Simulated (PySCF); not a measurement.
C3H4BFO2, SMILES FB1C=COCO1.

The structure is a stationary point at PBE0-D3(BJ)/def2-SVP. The structure was generated by enumeration, and PubChem lists no compound with its InChIKey, so it may never have been made. One conformer was computed; it need not be the lowest.

Method: TDA-PBE0/def2-SVPD in PySCF.

Vertical excitations. Isolated molecule, no solvent.

Computed excitation energies, oscillator strengths and character:
```
state  energy (eV)  λ (nm)      f                                            main pairs
-----  -----------  ------  -----  ----------------------------------------------------
S1            5.89     210  0.143                                        HOMO→LUMO 87 %
S2            6.82     182  0.003                                      HOMO−1→LUMO 95 %
S3            6.90     180  0.041                                      HOMO→LUMO+1 94 %
S4            7.44     167  0.040                    HOMO→LUMO+2 73 %, HOMO−2→LUMO 17 %
S5            7.48     166  0.055                    HOMO−2→LUMO 64 %, HOMO→LUMO+2 20 %
S6            7.77     160  0.011                                      HOMO→LUMO+3 91 %
S7            8.19     151  0.046                                      HOMO→LUMO+4 89 %
S8            8.33     149  0.045                    HOMO−3→LUMO 66 %, HOMO−4→LUMO 21 %
S9            8.43     147  0.023                                      HOMO→LUMO+5 84 %
S10           8.73     142  0.002  HOMO→LUMO+6 56 %, HOMO−4→LUMO 24 %, HOMO−3→LUMO 10 %
T1            3.82     324      0                                        HOMO→LUMO 94 %
T2            6.26     198      0                                      HOMO−1→LUMO 94 %
T3            6.68     186      0                    HOMO−2→LUMO 56 %, HOMO→LUMO+1 33 %
T4            6.73     184      0                    HOMO→LUMO+1 62 %, HOMO−2→LUMO 34 %
```
Triplets are in the Tamm–Dancoff approximation.
